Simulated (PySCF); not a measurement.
**Stretching GeP⁺**

Set-up: PySCF, spin-free X2C with a Gaussian nucleus, basis sets Ge x2c-SVPall, P x2c-SVPall. Energies in eV from Ge⁺ + P in their ground configurations at the same level. State: ³Σ⁻ (triplet), unpaired electrons π ↑↑.

```tsv
R (Å)	r²SCAN
1.993	-1.752
2.085	-2.290
2.178	-2.584
2.248	-2.687
2.317	-2.716
2.386	-2.688
2.479	-2.586
2.595	-2.390
2.734	-2.097
2.919	-1.676
```

Task: Put a parabola through the three lowest points of the r²SCAN curve and estimate Re, k and ωe (reduced mass 21.83 u; 1 eV/Å² = 0.16022 mdyn/Å; ωe = 1302.8·√(k/μ) cm⁻¹).

Result: Through R = 2.248, 2.317, 2.386 Å the second-order coefficient is 5.99 eV/Å², so Re ≈ 2.318 Å, k ≈ 1.92 mdyn/Å and ωe ≈ 386 cm⁻¹. A polynomial fit of higher order to the unrounded r²SCAN energies gives Re = 2.314 Å, k = 1.89 mdyn/Å, ωe = 384 cm⁻¹; anharmonicity and rounding make the difference.

The higher-order fit for each curve: r²SCAN: Re = 2.314 Å, ωe = 384 cm⁻¹, De = 2.72 eV.

Spin–orbit coupling is left out. For an ion De counts to the pair picked by the measured ionisation energies or electron affinities, which need not be the lowest pair at this level. The state was picked by a PBE0 search and need not be the measured ground state.
